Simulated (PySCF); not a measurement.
PySCF job for ReF5, SMILES [F][Re]([F])([F])([F])[F] (connectivity only; charge and spin as stated), neutral, multiplicity 3, PBE-D3(BJ)/def2-SVP. Coordinates come from a PBE-D3(BJ)/def2-SVP optimisation. The multiplicity is an assumed one; other spin states were not compared. The def2 effective core potentials stand for the cores of Re; spin–orbit coupling is left out.

```python
import numpy as np
from pyscf import gto, scf, dft, df
from pyscf.hessian import thermo

mol = gto.M(
    atom='''
    Re    0.00000000   -0.00000000    0.00000000
    F     1.83874549    0.00000000    0.00000000
    F     0.00000000   -0.00000000    1.91601331
    F     0.00000000   -0.00000000   -1.91601331
    F    -0.91937275   -1.59240030    0.00000000
    F    -0.91937274    1.59240031    0.00000000
    ''',
    basis='def2-SVP',
    ecp={'Re': 'def2-svp'},
    charge=0,
    spin=2,
    max_memory=1600,
    verbose=3,
)
mf = dft.UKS(mol, xc='pbe').density_fit(auxbasis='def2-universal-jkfit')
mf.disp = 'd3bj'
mf.grids.level = 3
mf.conv_tol = 1e-11
mf.max_cycle = 100
mf.kernel()
fine, coarse = mf.grids, dft.Grids(mol).set(level=1).build(with_non0tab=True)
for _ in range(3):  # follow internal instabilities
    mf.grids = coarse
    mo, _, stable, _ = mf.stability(return_status=True, nroots=4)
    mf.grids = fine
    if stable:
        break
    mf.kernel(mf.make_rdm1(mo, mf.mo_occ))

# [left out here: the lines that compute and print the analytic Hessian (its translational invariance restored by hand, since the grid's response is missing), thermochemistry and intensities]
```

Output:

```

WARN: HOMO -0.407855647328373 >= LUMO -0.407855661519717

converged SCF energy = -576.83816859683  <S^2> = 2.0052392  2S+1 = 3.0034908
<class 'pyscf.df.df_jk.DFUKS'> wavefunction is stable in the internal stability analysis

WARN: DFTD3 does not support analytical Hessian, using finite difference


WARN: Mole.unit (angstrom) is changed to Bohr

Mode                                 0                   1                   2
Irrep
Freq [cm^-1]                      141.0096            141.2844            147.3573
Reduced mass [au]                  18.9984             18.9984             19.0060
Force const [Dyne/A]                0.2226              0.2234              0.2432
Char temp [K]                     202.8815            203.2768            212.0144
Normal mode                   x     y     z       x     y     z       x     y     z
       0  Re                 0.00 -0.00  0.00   -0.00  0.00 -0.00    0.00 -0.00  0.00
       1   F                 0.00  0.00 -0.00   -0.00 -0.00 -0.14    0.00  0.15 -0.00
       2   F                -0.00  0.10  0.00   -0.10 -0.00 -0.00    0.00 -0.10  0.00
       3   F                 0.00 -0.10  0.00    0.10  0.00 -0.00    0.00 -0.10 -0.00
       4   F                -0.00  0.00 -0.12    0.00 -0.00  0.07   -0.07  0.03  0.00
       5   F                -0.00 -0.00  0.12    0.00  0.00  0.07    0.07  0.03 -0.00
Mode                                 3                   4                   5
Irrep
Freq [cm^-1]                      147.4191            196.9902            207.6759
Reduced mass [au]                  19.0062             22.2753             22.9231
Force const [Dyne/A]                0.2434              0.5093              0.5825
Char temp [K]                     212.1033            283.4250            298.7994
Normal mode                   x     y     z       x     y     z       x     y     z
       0  Re                -0.00 -0.00 -0.00    0.00  0.00 -0.03   -0.00  0.03  0.00
       1   F                -0.01  0.00  0.00    0.00 -0.00  0.12   -0.00 -0.10 -0.00
       2   F                -0.10 -0.00 -0.00    0.00 -0.00 -0.03    0.00 -0.11  0.00
       3   F                -0.10 -0.00  0.00   -0.00 -0.00 -0.03    0.00 -0.11 -0.00
       4   F                 0.11 -0.07 -0.00   -0.00  0.00  0.12    0.06  0.01 -0.00
       5   F                 0.11  0.07  0.00   -0.00 -0.00  0.12   -0.06  0.01 -0.00
Mode                                 6                   7                   8
Irrep
Freq [cm^-1]                      207.7206            642.4155            656.7096
Reduced mass [au]                  22.9230             18.9984             22.5162
Force const [Dyne/A]                0.5827              4.6195              5.7213
Char temp [K]                     298.8636            924.2928            944.8588
Normal mode                   x     y     z       x     y     z       x     y     z
       0  Re                -0.03 -0.00 -0.00    0.00  0.00  0.00   -0.00  0.00  0.03
       1   F                -0.04  0.00  0.00   -0.03 -0.00  0.00    0.00 -0.00 -0.00
       2   F                 0.11  0.00  0.00   -0.00 -0.00  0.16    0.00  0.00 -0.15
       3   F                 0.11  0.00 -0.00   -0.00 -0.00 -0.16   -0.00 -0.00 -0.15
       4   F                 0.06 -0.06  0.00    0.02  0.03 -0.00   -0.00 -0.00 -0.00
       5   F                 0.06  0.06  0.00    0.02 -0.03 -0.00   -0.00  0.00 -0.00
Mode                                 9                  10                  11
Irrep
Freq [cm^-1]                      718.2799            728.8213            728.8390
Reduced mass [au]                  18.9984             21.8808             21.8807
Force const [Dyne/A]                5.7750              6.8479              6.8482
Char temp [K]                    1033.4448           1048.6116           1048.6371
Normal mode                   x     y     z       x     y     z       x     y     z
       0  Re                 0.00 -0.00  0.00   -0.00 -0.03  0.00   -0.03  0.00 -0.00
       1   F                 0.13  0.00 -0.00    0.00  0.01 -0.00    0.17 -0.00 -0.00
       2   F                -0.00  0.00  0.04    0.00  0.00  0.00    0.00 -0.00  0.00
       3   F                -0.00  0.00 -0.04    0.00  0.00 -0.00    0.00 -0.00 -0.00
       4   F                -0.06 -0.11 -0.00    0.07  0.13 -0.00    0.05  0.07 -0.00
       5   F                -0.06  0.11 -0.00   -0.07  0.13 -0.00    0.05 -0.07 -0.00
temperature 298.1500 [K]
pressure 101325.00 [Pa]
Rotational constants [GHz] 2.62262 2.14289 2.14289
Symmetry number 6
Zero-point energy (ZPE) 0.01063 [Eh]   27900.040 [J/mol]
                           tot       elec      trans        rot        vib
Entropy [J/mol/K]       368.009      9.134    179.074    100.919     78.881
Cv [J/mol/K]             97.492      0.000     12.472     12.472     72.549
Cp [J/mol/K]            105.806      0.000     20.786     12.472     72.549
Internal energy [J/mol]                      3718.434   3718.434  40645.673
Internal energy [Eh]   -576.81985  -576.83817
Enthalpy [J/mol]                             6197.391   3718.434  40645.673
Enthalpy [Eh]          -576.81891
Gibbs free energy [J/mol]                  -47193.660 -26370.708  17127.294
Gibbs free energy [Eh] -576.86070
mode   freq/cm-1   IR/(km/mol)
   1      141.01         0.000
   2      141.28         0.000
   3      147.36         0.644
   4      147.42         0.641
   5      196.99        14.116
   6      207.68        13.698
   7      207.72        13.706
   8      642.42         0.000
   9      656.71       184.421
  10      718.28         0.000
  11      728.82        96.821
  12      728.84        96.804
max |gradient| / (hartree/bohr): 0.00034212275108403854
APT charges: [ 2.6107 -0.4738 -0.5947 -0.5947 -0.4738 -0.4738]
```

The calculation finished and met its thresholds.
